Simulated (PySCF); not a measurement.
From one molecule to another.

First species: C5H13PS.
SMILES: `CSCPC(C)C`

Second species: C6H7ClSi.
SMILES: `C#C[SiH2][C@@H]1C=C(Cl)C1`

Levels: PBE0/def2-SVPD for dipole moment, HOMO energy, LUMO energy, HOMO–LUMO gap, static isotropic polarisability and electronic spatial extent ⟨r²⟩ about the centre of nuclear charge; TDDFT PBE0/def2-SVPD for lowest singlet excitation; TDA PBE0/def2-SVPD for lowest triplet excitation (Tamm–Dancoff); GFN2-xTB for rotational constant A and rotational constant C. Geometries: GFN2-xTB. All species are isolated and taken at one optimised geometry, non-relativistic unless stated; the electronic structure was computed with PySCF and density fitting.

The conformers computed, where there is a choice (atom-mapped SMILES and torsion angles):
- `[CH3:1][S:2][CH2:3][PH:4][CH:5]([CH3:6])[CH3:7]`: C1–S2–C3–P4 -171°, S2–C3–P4–C5 -49°, C3–P4–C5–C6 -75°
- `[CH:1]#[C:2][SiH2:3][C@@H:4]1[CH:5]=[C:6]([Cl:7])[CH2:8]1`: C2–Si3–C4–C5 169°

| property | column X | column Y |
| --- | --- | --- |
| dipole moment | 1.60 D | 1.30 D |
| HOMO energy | -7.06 eV | -6.36 eV |
| LUMO energy | -0.24 eV | 0.41 eV |
| HOMO–LUMO gap | 6.82 eV | 6.77 eV |
| lowest singlet excitation | 5.96 eV | 5.30 eV |
| lowest triplet excitation (Tamm–Dancoff) | 4.06 eV | 4.82 eV |
| static isotropic polarisability | 107.8 au | 110.8 au |
| electronic spatial extent ⟨r²⟩ about the centre of nuclear charge | 1907 bohr² | 1568 bohr² |
| rotational constant A | 4.194 GHz | 3.198 GHz |
| rotational constant C | 0.554 GHz | 0.814 GHz |

Q: Which column belongs to which species?

A: Column X is the second species and column Y the first. The first has 20 atoms and 74 electrons, the second 15 and 74.

Q: How does each property change from the first species to the second?

A: dipole moment +0.30 D; HOMO energy -0.70 eV; LUMO energy -0.65 eV; HOMO–LUMO gap +0.05 eV; lowest singlet excitation +0.66 eV; lowest triplet excitation (Tamm–Dancoff) -0.76 eV; static isotropic polarisability -3.0 au; electronic spatial extent ⟨r²⟩ about the centre of nuclear charge +339 bohr²; rotational constant A +0.996 GHz; rotational constant C -0.260 GHz.

On the first: A dipole of 1.30 D is allowed in C1, and pure rotational transitions are dipole-allowed. The principal polarisabilities are 94.9, 100.5 and 137.1 au; their mean is the isotropic value.

On the second: S1 lies 0.86 eV below the HOMO–LUMO gap; its leading configuration is HOMO→LUMO, weight 0.63. The polarisability is 15.97 Å³ as a volume (1 au = 0.148185 Å³), or 1.46 au for each of the 74 electrons.
